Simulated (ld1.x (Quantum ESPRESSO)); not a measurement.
platinum, TM: configuration errors across variants

```json
{
  "Element": "platinum (Pt)",
  "Generator": "ld1.x (Quantum ESPRESSO) 7.5",
  "Type": "norm-conserving Troullier–Martins (Kleinman–Bylander form)",
  "Functional": "revPBE",
  "Relativity": "scalar-relativistic",
  "Frozen core": "[Kr] 4d10 4f14",
  "Valence charge": "18",
  "Reference configuration": "5s2 5p6 5d10 6s0 6p0",
  "Partial waves": "5s (bound): rc 1.60 bohr; 5p (bound): rc 1.80 bohr; 5d (bound): rc 1.75 bohr",
  "Local potential": "all-electron potential smoothed inside 1.50 bohr (lloc = -1)",
  "Core correction": "none"
}
```

All-electron excitation energies from the reference (eV): (1) 5s2 5p6 5d9 6s1 6p0 0.053; (2) 5s2 5p6 5d9 6s0 6p0 9.124; (3) 5s2 5p6 5d8 6s0 6p0 29.004; (4) 5s2 5p6 5d8 6s1 6p0 11.152; (5) 5s2 5p6 5d9 6s0 6p1 5.076; (6) 5s2 5p6 5d7 6s0 6p0 61.138; (7) 5s2 5p6 5d9.5 6s0.5 6p0 -0.087.

Errors AE − PS in meV (a dash: test not solved or not reliable):

| change | (1) | (2) | (3) | (4) | (5) | (6) | (7) | bound ghosts |
| --- | --- | --- | --- | --- | --- | --- | --- | --- |
| base | +594 | +1.1 | 0.0 | +835 | +51 | -5.0 | +277 | none |
| wave 5d (bound): rc 1.75 bohr becomes 5d (bound): rc 1.14 bohr | +595 | +2.2 | +2.7 | +837 | +52 | -0.4 | +278 | none |
| wave 5d (bound): rc 1.75 bohr becomes 5d (bound): rc 1.34 bohr | +594 | +1.3 | +0.1 | +834 | +51 | -5.2 | +277 | none |
| wave 5d (bound): rc 1.75 bohr becomes 5d (bound): rc 1.54 bohr | +594 | +1.1 | -0.2 | +834 | +51 | -5.6 | +277 | none |
| wave 5d (bound): rc 1.75 bohr becomes 5d (bound): rc 1.90 bohr | +594 | +1.1 | -0.1 | +835 | +51 | -5.2 | +277 | none |
| wave 5d (bound): rc 1.75 bohr becomes 5d (bound): rc 2.12 bohr | +594 | +0.8 | -1.1 | +835 | +51 | -6.2 | +277 | none |
| wave 5d (bound): rc 1.75 bohr becomes 5d (bound): rc 2.24 bohr | +595 | +0.4 | -2.5 | +836 | +51 | -5.9 | +277 | none |
| wave 5d (bound): rc 1.75 bohr becomes 5d (bound): rc 2.44 bohr | +596 | -0.4 | -4.0 | +841 | +51 | -1.3 | +278 | none |
| wave 5d (bound): rc 1.75 bohr becomes 5d (bound): rc 2.62 bohr | +600 | -1.3 | -4.1 | +852 | +52 | +15 | +278 | none |

(1) Give the same row for: wave 5d (bound): rc 1.75 bohr becomes 5d (bound): rc 1.72 bohr.

## Answers

(1) +594, +1.1, -0.1, +835, +51, -5.1, +277; bound ghosts: none.
